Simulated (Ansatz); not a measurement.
Molecule: FeBr, net charge 0, sextet state. The spin state was set by rule; other spins were not relaxed. 
Geometry from a B3LYP-D3(BJ)/def2-TZVP (Ansatz, a first-principles code) optimisation:
```
Fe
Br 1 2.3540
```
Charge 0, spin multiplicity 6.

Parts of the frozen-core correlation energy in STO-3G (Ansatz, hartree). Frozen orbitals: 23; correlated occupied orbitals by spin: 10 and 5; virtual: 3 and 8. Open shells are spin-unrestricted. Spin-orbit coupling is left out. No relativistic terms.

```json
[
 {"term": "reference (HF)", "value": "-3793.82165"},
 {"term": "MP2 opposite-spin", "value": "-0.02464"},
 {"term": "MP2 same-spin", "value": "-0.00445"},
 {"term": "CCSD correlation", "value": "-0.04114"},
 {"term": "(T)", "value": "-0.00245"},
 {"term": "T1 diagnostic", "value": "0.016"},
 {"term": "largest doubles amplitude", "value": "0.125"},
 {"term": "<S^2> of the reference", "value": "8.757"}
]
```
